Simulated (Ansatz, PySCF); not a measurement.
Reaction (SMILES): C#N (CHN) + 3 [H][H] (H2) → C (CH4) + N (NH3)
Structures are relaxed separately at B3LYP-D3(BJ)/def2-TZVP in Ansatz (a first-principles code).
Geometry of the first species:
```xyz
3

C      0.0000     0.0000    -0.4969
N      0.0000     0.0000     0.6493
H      0.0000     0.0000    -1.5636
```

Property: energy of full hydrogenation (enthalpy at 298 K, with B3LYP-D3(BJ) rigid-rotor harmonic-oscillator terms from PySCF), in kcal/mol. Correlated levels leave the core frozen unless marked. No spin-orbit coupling. No relativistic terms. CBS marks a two-point X^-3 extrapolation of the correlation energy; Hartree-Fock from the larger set. [CCSD(T)-MP2]/basis is that difference in the basis named.

From measured enthalpies of formation at 298 K: -59.6 kcal/mol (C#N (CHN) 30.9, ATcT 1.112; [H][H] (H2) 0.0, ATcT 1.112; C (CH4) -17.8, ATcT 1.112; N (NH3) -10.9, ATcT 1.112). It holds spin-orbit effects, which the calculations lack, and core correlation, which the frozen-core levels lack.

```json
[
 {"level": "HF/def2-SVP", "program": "Ansatz", "energy of full hydrogenation (kcal/mol)": "-65.2", "error against measurement": "-5.6"},
 {"level": "HF/def2-TZVPP", "program": "Ansatz", "energy of full hydrogenation (kcal/mol)": "-61.2", "error against measurement": "-1.6"},
 {"level": "HF/def2-QZVPPD", "program": "Ansatz", "energy of full hydrogenation (kcal/mol)": "-61.4", "error against measurement": "-1.8"},
 {"level": "revPBE-D3(BJ)/def2-TZVPD", "program": "Ansatz + dftd3", "energy of full hydrogenation (kcal/mol)": "-58.4", "error against measurement": "1.2"},
 {"level": "PW6B95-D4/def2-TZVPD", "program": "PySCF + dftd4", "energy of full hydrogenation (kcal/mol)": "-62.2", "error against measurement": "-2.6"},
 {"level": "MN15-D3(BJ)/def2-TZVPD", "program": "PySCF + dftd3", "energy of full hydrogenation (kcal/mol)": "-60.8", "error against measurement": "-1.2"},
 {"level": "B2PLYP-D4/def2-TZVPD", "program": "Ansatz + dftd4", "energy of full hydrogenation (kcal/mol)": "-57.8", "error against measurement": "1.8"},
 {"level": "MP2/6-31G*", "program": "Ansatz", "energy of full hydrogenation (kcal/mol)": "-44.5", "error against measurement": "15.1"},
 {"level": "SCS-MP2/cc-pVDZ", "program": "Ansatz", "energy of full hydrogenation (kcal/mol)": "-50.3", "error against measurement": "9.3"},
 {"level": "SCS-MP2/def2-SVPD", "program": "Ansatz", "energy of full hydrogenation (kcal/mol)": "-60.6", "error against measurement": "-1.0"},
 {"level": "CCSD/CBS(def2-TZVPPD,def2-QZVPPD)", "program": "Ansatz", "energy of full hydrogenation (kcal/mol)": "-63.1", "error against measurement": "-3.5"},
 {"level": "CCSD(T) with core electrons/cc-pwCVTZ", "program": "Ansatz", "energy of full hydrogenation (kcal/mol)": "-57.7", "error against measurement": "1.9"},
 {"level": "RI-MP2/CBS(aug-cc-pVTZ,aug-cc-pVQZ)+[CCSD(T)-MP2]/aug-cc-pVTZ", "program": "Ansatz", "energy of full hydrogenation (kcal/mol)": "-60.5", "error against measurement": "-0.9"},
 {"level": "RI-MP2/CBS(def2-TZVPP,def2-QZVPP)+[CCSD(T)-MP2]/def2-TZVPP", "program": "Ansatz", "energy of full hydrogenation (kcal/mol)": "-60.9", "error against measurement": "-1.3"},
 {"level": "CCSD(T)/CBS(def2-TZVPPD,def2-QZVPPD)", "program": "Ansatz", "energy of full hydrogenation (kcal/mol)": "-60.9", "error against measurement": "-1.3"}
]
```
